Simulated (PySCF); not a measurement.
Correlation energy of W⁺ (tungsten, charge +1)

[Xe] 4f14 5d3 6s1 7s1, high-spin 6F determinant (an excited configuration). Calculation: PySCF 2.14, in aug-cc-pVTZ-PP with one added diffuse shell each of s, p, d, f, g type with ECP60MDF (7s7p6d4f3g, 113 functions); a scalar-relativistic core potential. Frozen: 5s2 5p6; 5 electrons correlated.

MP2 pair energies summed by pair of shells (mhartree):

```csv
pair,energy,share (%)
5d-5d,-13.96,41.8
5d-6s,-13.51,40.5
5d-7s,-3.06,9.2
6s-7s,-2.83,8.5
```

Total MP2 correlation energy: -33.35 mhartree.

Same-spin part -33.35 and opposite-spin part 0.00 mhartree; SCS-MP2 scales them by 1/3 and 6/5 to -11.12 mhartree.
